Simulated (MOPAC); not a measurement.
MOPAC input (MNDO):

```
MNDO PRECISE GNORM=0.05 LET XYZ UHF MS=0.5 GEO-OK AUX(PRECISION=9) THREADS=1
C2H7O2Si

C     1.58120600 1   -0.83682400 1    0.33867900 1
Si   -0.03035600 1    0.05599600 1   -0.05012300 1
C    -1.54515900 1   -0.82762500 1    0.57351100 1
O     0.02720700 1    0.07578800 1   -1.70358700 1
O    -0.08332200 1    1.55223900 1    0.64002300 1
H     1.56899300 1   -1.85740300 1   -0.04220200 1
H     2.44011300 1   -0.31565900 1   -0.08416800 1
H     1.68859700 1   -0.86048900 1    1.42641900 1
H    -2.45070900 1   -0.32281200 1    0.23473600 1
H    -1.56578200 1   -1.85709500 1    0.21497900 1
H    -1.54855600 1   -0.83221500 1    1.66522800 1
H     0.52496300 1    2.22420600 1    0.32208900 1
```

Output:

```
 *******************************************************************************
 **                                                                           **
 **                              MOPAC v23.2.5                                **
 **                                                                           **
 *******************************************************************************
 ** MOPAC's Digital Object Identifier: https://doi.org/10.5281/zenodo.6511958 **
 **                                                                           **
 ** Please cite the open-source release paper for use of this MOPAC version:  **
 ** J. E. Moussa and J. J. P. Stewart (2026)                                  **
 ** MOPAC: An open-source semiempirical molecular orbital program             **
 ** J. Open Source Softw., 11(119), 8025, https://doi.org/10.21105/joss.08025 **
 *******************************************************************************

                              MNDO CALCULATION RESULTS

 *******************************************************************************
 *  MNDO       - The MNDO Hamiltonian to be used
 *  GEO-OK     - OVERRIDE INTERATOMIC DISTANCE AND OTHER SAFETY CHECKS
 *  UHF        - UNRESTRICTED HARTREE-FOCK CALCULATION
 *  MS=        - IN MECI, MAGNETIC COMPONENT OF SPIN =  0.5
 *  LET        - OVERRIDE SOME SAFETY CHECKS
 *  PRECISE    - TIGHTER CRITERIA TO BE USED
 *  XYZ        - CARTESIAN COORDINATE SYSTEM TO BE USED
 *  GNORM      - EXIT WHEN GRADIENT NORM DROPS BELOW 0.050
 *  AUX        - OUTPUT AUXILIARY INFORMATION
 *******************************************************************************
MNDO PRECISE GNORM=0.05 LET XYZ UHF MS=0.5 GEO-OK AUX(PRECISION=9) THREADS=1
 C2H7O2Si

   ATOM   CHEMICAL          X               Y               Z
  NUMBER   SYMBOL      (ANGSTROMS)     (ANGSTROMS)     (ANGSTROMS)

     1       C          1.58120600  *  -0.83682400  *   0.33867900  *
     2      Si         -0.03035600  *   0.05599600  *  -0.05012300  *
     3       C         -1.54515900  *  -0.82762500  *   0.57351100  *
     4       O          0.02720700  *   0.07578800  *  -1.70358700  *
     5       O         -0.08332200  *   1.55223900  *   0.64002300  *
     6       H          1.56899300  *  -1.85740300  *  -0.04220200  *
     7       H          2.44011300  *  -0.31565900  *  -0.08416800  *
     8       H          1.68859700  *  -0.86048900  *   1.42641900  *
     9       H         -2.45070900  *  -0.32281200  *   0.23473600  *
    10       H         -1.56578200  *  -1.85709500  *   0.21497900  *
    11       H         -1.54855600  *  -0.83221500  *   1.66522800  *
    12       H          0.52496300  *   2.22420600  *   0.32208900  *

          CARTESIAN COORDINATES

    NO.       ATOM           X           Y           Z

     1         C          1.5812     -0.8368      0.3387
     2        Si         -0.0304      0.0560     -0.0501
     3         C         -1.5452     -0.8276      0.5735
     4         O          0.0272      0.0758     -1.7036
     5         O         -0.0833      1.5522      0.6400
     6         H          1.5690     -1.8574     -0.0422
     7         H          2.4401     -0.3157     -0.0842
     8         H          1.6886     -0.8605      1.4264
     9         H         -2.4507     -0.3228      0.2347
    10         H         -1.5658     -1.8571      0.2150
    11         H         -1.5486     -0.8322      1.6652
    12         H          0.5250      2.2242      0.3221

  H: (MNDO): M.J.S. DEWAR, W. THIEL, J. AM. CHEM. SOC., 99, 4899, (1977)
  C: (MNDO): M.J.S. DEWAR, W. THIEL, J. AM. CHEM. SOC., 99, 4899, (1977)
  O: (MNDO): M.J.S. DEWAR, W. THIEL, J. AM. CHEM. SOC., 99, 4899, (1977)
 Si: (MNDO): M.J.S.DEWAR, ET. AL. ORGANOMETALLICS  5, 375 (1986)

           Empirical Formula: C2 H7 O2 Si  =    12 atoms

      MOLECULAR POINT GROUP   :   C1

          UHF CALCULATION, NO. OF ALPHA ELECTRONS =   16
                           NO. OF BETA  ELECTRONS =   15

          Geometry optimization using EF

          DIAGONAL MATRIX USED AS START HESSIAN

 CYCLE:     1  GRAD.:   112.436 HEAT: -114.4253
 CYCLE:     2  GRAD.:   346.606 HEAT: -98.95561
 CYCLE:     3  GRAD.:   279.010 HEAT: -97.30848
 CYCLE:     4  GRAD.:   168.346 HEAT: -112.8570
 CYCLE:     5  GRAD.:   128.057 HEAT: -114.7418
 CYCLE:     6  GRAD.:   215.592 HEAT: -106.0799
 CYCLE:     7  GRAD.:   127.122 HEAT: -114.4654
 CYCLE:     8  GRAD.:   199.365 HEAT: -110.0126
 CYCLE:     9  GRAD.:   144.114 HEAT: -109.9728
 CYCLE:    10  GRAD.:   117.843 HEAT: -115.2367
 CYCLE:    11  GRAD.:   200.505 HEAT: -108.5875
 CYCLE:    12  GRAD.:   115.167 HEAT: -115.7343
 CYCLE:    13  GRAD.:   167.533 HEAT: -109.3501
 CYCLE:    14  GRAD.:   104.477 HEAT: -116.8579
 CYCLE:    15  GRAD.:   240.774 HEAT: -105.5691
 CYCLE:    16  GRAD.:   139.200 HEAT: -113.3926
 CYCLE:    17  GRAD.:   147.996 HEAT: -113.6741
 CYCLE:    18  GRAD.:   126.789 HEAT: -115.3207
 CYCLE:    19  GRAD.:   185.414 HEAT: -109.4682
 CYCLE:    20  GRAD.:    41.514 HEAT: -119.7232
 CYCLE:    21  GRAD.:   247.265 HEAT: -106.3081
 CYCLE:    22  GRAD.:    19.970 HEAT: -120.1505
 CYCLE:    23  GRAD.:    31.189 HEAT: -119.9897
 CYCLE:    24  GRAD.:     2.664 HEAT: -120.2790
 CYCLE:    25  GRAD.:     1.479 HEAT: -120.2832
 CYCLE:    26  GRAD.:     1.131 HEAT: -120.2864
 CYCLE:    27  GRAD.:     3.221 HEAT: -120.2971
 CYCLE:    28  GRAD.:     1.330 HEAT: -120.3019
 CYCLE:    29  GRAD.:     0.886 HEAT: -120.3081
 CYCLE:    30  GRAD.:     1.668 HEAT: -120.3154
 CYCLE:    31  GRAD.:     1.782 HEAT: -120.3195
 CYCLE:    32  GRAD.:     1.398 HEAT: -120.3244
 CYCLE:    33  GRAD.:     1.122 HEAT: -120.3291
 CYCLE:    34  GRAD.:     2.987 HEAT: -120.3305
 CYCLE:    35  GRAD.:     0.695 HEAT: -120.3337
 CYCLE:    36  GRAD.:     0.475 HEAT: -120.3357
 CYCLE:    37  GRAD.:     0.821 HEAT: -120.3378
 CYCLE:    38  GRAD.:     0.782 HEAT: -120.3386
 CYCLE:    39  GRAD.:     0.841 HEAT: -120.3400
 CYCLE:    40  GRAD.:     0.381 HEAT: -120.3406
 CYCLE:    41  GRAD.:     0.784 HEAT: -120.3412
 CYCLE:    42  GRAD.:     0.404 HEAT: -120.3414
 CYCLE:    43  GRAD.:     0.144 HEAT: -120.3416
 CYCLE:    44  GRAD.:     0.239 HEAT: -120.3418
 CYCLE:    45  GRAD.:     0.220 HEAT: -120.3419
 CYCLE:    46  GRAD.:     0.150 HEAT: -120.3421
 CYCLE:    47  GRAD.:     0.189 HEAT: -120.3422
 CYCLE:    48  GRAD.:     0.347 HEAT: -120.3424
 CYCLE:    49  GRAD.:     0.427 HEAT: -120.3425
 CYCLE:    50  GRAD.:     0.383 HEAT: -120.3427
 CYCLE:    51  GRAD.:     0.533 HEAT: -120.3429
 CYCLE:    52  GRAD.:     0.772 HEAT: -120.3428
 CYCLE:    53  GRAD.:     0.173 HEAT: -120.3432
 CYCLE:    54  GRAD.:     0.196 HEAT: -120.3432
 CYCLE:    55  GRAD.:     0.141 HEAT: -120.3436
 CYCLE:    56  GRAD.:     0.118 HEAT: -120.3437
 CYCLE:    57  GRAD.:     0.138 HEAT: -120.3437
 CYCLE:    58  GRAD.:     0.033 HEAT: -120.3437

     GRADIENT =  0.03269 IS LESS THAN CUTOFF =  0.05000

 -------------------------------------------------------------------------------
 MNDO PRECISE GNORM=0.05 LET XYZ UHF MS=0.5 GEO-OK AUX(PRECISION=9) THREADS=1
 C2H7O2Si

     GEOMETRY OPTIMISED USING EIGENVECTOR FOLLOWING (EF).
     SCF FIELD WAS ACHIEVED

                              MNDO CALCULATION
                                                       MOPAC v23.2.5 Linux

          FINAL HEAT OF FORMATION =       -120.34372 KCAL/MOL =    -503.51811 KJ/MOL

          COSMO AREA              =        123.49 SQUARE ANGSTROMS
          COSMO VOLUME            =        112.49 CUBIC ANGSTROMS

          GRADIENT NORM           =          0.03269          =       0.00944 PER ATOM
          IONIZATION POTENTIAL    =         11.254974 EV
          ALPHA SOMO LUMO (EV)    =        -11.255  2.200
          BETA  SOMO LUMO (EV)    =        -11.333 -0.518
          NO. OF ALPHA ELECTRONS  =         16
          NO. OF BETA  ELECTRONS  =         15
          MOLECULAR WEIGHT        =         91.1616         POINT GROUP:  C1

          MOLECULAR DIMENSIONS (Angstroms)

            Atom       Atom       Distance
            H     9    H     7     4.86818
            H    12    H    10     4.13089
            H    11    O     4     3.27810

          SCF CALCULATIONS        =         59

   ATOM   CHEMICAL          X               Y               Z
  NUMBER   SYMBOL      (ANGSTROMS)     (ANGSTROMS)     (ANGSTROMS)

     1       C          1.54843073  *  -0.83906396  *   0.39631153  *
     2      Si         -0.00413352  *  -0.00326757  *  -0.01737269  *
     3       C         -1.50807810  *  -0.83319032  *   0.54863168  *
     4       O         -0.06380225  *   0.18215217  *  -1.68296483  *
     5       O         -0.00012792  *   1.55115654  *   0.57172345  *
     6       H          1.58956234  *  -1.86294557  *  -0.02122684  *
     7       H          2.43628689  *  -0.30058647  *   0.01406587  *
     8       H          1.67720556  *  -0.93227085  *   1.49143492  *
     9       H         -2.42630865  *  -0.29473137  *   0.24705248  *
    10       H         -1.58767321  *  -1.85934676  *   0.14195095  *
    11       H         -1.53417054  *  -0.91987921  *   1.65142774  *
    12       H          0.38056823  *   2.26861083  *   0.11638507  *

                             CARTESIAN COORDINATES

   1    C        1.548430729    -0.839063956     0.396311532
   2   Si       -0.004133516    -0.003267569    -0.017372689
   3    C       -1.508078095    -0.833190320     0.548631676
   4    O       -0.063802248     0.182152171    -1.682964832
   5    O       -0.000127923     1.551156535     0.571723455
   6    H        1.589562343    -1.862945572    -0.021226842
   7    H        2.436286885    -0.300586466     0.014065865
   8    H        1.677205560    -0.932270847     1.491434918
   9    H       -2.426308648    -0.294731366     0.247052482
  10    H       -1.587673207    -1.859346758     0.141950950
  11    H       -1.534170543    -0.919879214     1.651427739
  12    H        0.380568226     2.268610834     0.116385065

           Empirical Formula: C2 H7 O2 Si  =    12 atoms

      MOLECULAR POINT GROUP   :   C1

          ALPHA EIGENVALUES
 -40.93166 -37.77510 -32.09309 -29.71115 -18.57507 -15.60791 -15.02605 -14.60079
 -14.28115 -14.12048 -14.05461 -13.65160 -13.16224 -12.52870 -12.42928 -11.25497
   2.19992   2.30271   2.66678   3.13257   3.80426   3.83881   3.97849   4.03488
   5.60749   5.72813   6.91108

           BETA EIGENVALUES
 -40.39878 -35.24926 -31.51817 -29.65674 -18.57320 -15.03059 -14.55529 -14.30402
 -14.15513 -14.09587 -13.38608 -13.18491 -12.39905 -11.92347 -11.33320  -0.51839
   2.26616   2.67184   2.85550   3.29073   3.82534   3.86329   4.03054   4.05943
   5.62141   5.75449   6.90858

              NET ATOMIC CHARGES AND DIPOLE CONTRIBUTIONS

  ATOM NO.   TYPE          CHARGE      No. of ELECS.   s-Pop       p-Pop
    1          C          -0.310920        4.3109     1.25558     3.05534
    2         Si           1.378638        2.6214     0.92139     1.69997
    3          C          -0.294533        4.2945     1.25230     3.04224
    4          O          -0.427568        6.4276     1.92556     4.50201
    5          O          -0.638821        6.6388     1.79056     4.84826
    6          H           0.012445        0.9876     0.98756
    7          H           0.013396        0.9866     0.98660
    8          H           0.015620        0.9844     0.98438
    9          H           0.019295        0.9807     0.98071
   10          H           0.008664        0.9913     0.99134
   11          H           0.015628        0.9844     0.98437
   12          H           0.208156        0.7918     0.79184
 DIPOLE           X         Y         Z       TOTAL
 POINT-CHG.     0.277    -0.830     0.600     1.061
 HYBRID         0.370     0.086    -0.020     0.380
 SUM            0.647    -0.744     0.580     1.144

          ATOMIC ORBITAL ELECTRON POPULATIONS

     Atom    s        px        py        pz
    1  C   1.25558   1.09092   0.99559   0.96884
    2 Si   0.92139   0.63442   0.55026   0.51529
    3  C   1.25230   1.07870   0.98765   0.97589
    4  O   1.92556   1.00986   1.95890   1.53326
    5  O   1.79056   1.84802   1.28823   1.71201
    6  H   0.98756
    7  H   0.98660
    8  H   0.98438
    9  H   0.98071
   10  H   0.99134
   11  H   0.98437
   12  H   0.79184

                    (SZ)    =    0.500000
                    (S**2)  =    0.752814

          ATOMIC ORBITAL SPIN POPULATIONS

    Atom   Total    s     px     py     pz
         Atomic
    1  C  0.0369  0.005  0.020  0.008  0.004
    2 Si -0.0664 -0.011 -0.023 -0.004 -0.028
    3  C  0.0342  0.004  0.018  0.007  0.005
    4  O  1.0102  0.008  0.969  0.005  0.028
    5  O -0.0038 -0.000 -0.001 -0.001 -0.002
    6  H -0.0018 -0.002
    7  H -0.0023 -0.002
    8  H -0.0016 -0.002
    9  H -0.0022 -0.002
   10  H -0.0015 -0.002
   11  H -0.0016 -0.002
   12  H -0.0003 -0.000

 **********************
 *                    *
 * JOB ENDED NORMALLY *
 *                    *
 **********************

 == MOPAC DONE ==
```

The geometry given is a B3LYP-D3(BJ)/def2-TZVP minimum.
